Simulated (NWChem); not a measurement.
## Correlation energy of bromine (Br₂)

```
Br
Br 1 2.2983
```
Charge 0, spin multiplicity 1.

All runs are NWChem calculations. The geometry was optimised at PBE0/def2-SVP, a minimum by its harmonic frequencies.

Basis set: STO-3G. Each correlation energy counts from its own Hartree-Fock reference.

The Hamiltonian is non-relativistic. The correlated methods keep 18 core orbitals frozen. Coupled-cluster values serve here as a point of comparison, not as the truth.

Question: Order these methods by the correlation energy they give, lowest first: SCS-MP2, CCSDT, MP2.

Answer: CCSDT (-24.8 mHa), SCS-MP2 (-20.0 mHa), MP2 (-16.7 mHa)
